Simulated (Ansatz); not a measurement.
Geometry optimisation, RKS B3LYP-D4/def2-SVP in Ansatz.

input.yaml

```yaml
crystal:
  periodic: [false, false, false]
  atoms:
    - { symbol: B, position_ang: [-0.3295, 1.0439, -1.1532] }
    - { symbol: Si, position_ang: [0.5617, -0.3976, -0.3472] }
    - { symbol: B, position_ang: [-0.0519, -0.5929, 1.4782] }
    - { symbol: Br, position_ang: [0.64883, -1.9248, 2.63348] }
    - { symbol: H, position_ang: [-1.062, 0.8959, -2.1258] }
    - { symbol: H, position_ang: [-0.2811, 2.1893, -0.7094] }
    - { symbol: H, position_ang: [2.0382, -0.1281, -0.3708] }
    - { symbol: H, position_ang: [0.3139, -1.6133, -1.095] }
    - { symbol: H, position_ang: [-0.92938, 0.17963, 1.916] }
basis:
  gaussian: { orbitals: def2-SVP }
hamiltonian:
  xc: b3lyp
  dispersion: d4
relax:
  f_tol: 0.015
  max_steps: 40
output:
  orbitals: {}
```

Command:

```bash
$ ansatz run input.yaml --threads 2 --pin off --max-ram 3072MiB --backend cpu --events-out ev --progress --plain --runs-dir out
```

Question: Where does it end, and by what steps?

Answer: The run converged. After 30 steps the energy has fallen by 0.412 eV; Br4 moved furthest, 1.93 Å.

```json
{"step": "0", "energy less start (eV)": "0.0000", "largest force component (eV/Å)": "2.340", "accepted": "yes"}
{"step": "2", "energy less start (eV)": "-0.3323", "largest force component (eV/Å)": "0.182", "accepted": "yes"}
{"step": "4", "energy less start (eV)": "-0.3388", "largest force component (eV/Å)": "0.348", "accepted": "no"}
{"step": "6", "energy less start (eV)": "-0.3529", "largest force component (eV/Å)": "0.133", "accepted": "yes"}
{"step": "8", "energy less start (eV)": "-0.3571", "largest force component (eV/Å)": "0.221", "accepted": "yes"}
{"step": "10", "energy less start (eV)": "-0.3807", "largest force component (eV/Å)": "0.076", "accepted": "yes"}
{"step": "12", "energy less start (eV)": "-0.3879", "largest force component (eV/Å)": "0.162", "accepted": "yes"}
{"step": "14", "energy less start (eV)": "-0.3873", "largest force component (eV/Å)": "0.301", "accepted": "no"}
{"step": "16", "energy less start (eV)": "-0.4007", "largest force component (eV/Å)": "0.068", "accepted": "yes"}
{"step": "18", "energy less start (eV)": "-0.4039", "largest force component (eV/Å)": "0.145", "accepted": "yes"}
{"step": "20", "energy less start (eV)": "-0.4060", "largest force component (eV/Å)": "0.218", "accepted": "no"}
{"step": "22", "energy less start (eV)": "-0.4098", "largest force component (eV/Å)": "0.058", "accepted": "yes"}
{"step": "24", "energy less start (eV)": "-0.4112", "largest force component (eV/Å)": "0.065", "accepted": "yes"}
{"step": "26", "energy less start (eV)": "-0.4119", "largest force component (eV/Å)": "0.042", "accepted": "yes"}
{"step": "28", "energy less start (eV)": "-0.4122", "largest force component (eV/Å)": "0.032", "accepted": "yes"}
{"step": "30", "energy less start (eV)": "-0.4123", "largest force component (eV/Å)": "0.014", "accepted": "yes"}
```

```xyz
9
Properties=species:S:1:pos:R:3
B -0.571 0.876 -1.175
Si 0.872 -0.259 -0.345
B 0.151 -0.531 1.527
Br -1.125 -1.914 1.869
H -1.507 0.365 -1.737
H -0.564 2.076 -1.055
H 2.192 0.443 -0.291
H 1.039 -1.576 -1.030
H 0.422 0.173 2.464
```

Whether the end is a true minimum wasn't checked by a vibrational analysis.

The run took 68 s on 2 threads of AMD EPYC 7B13 (Zen 3) (shared host), peak memory 0.25 GiB.
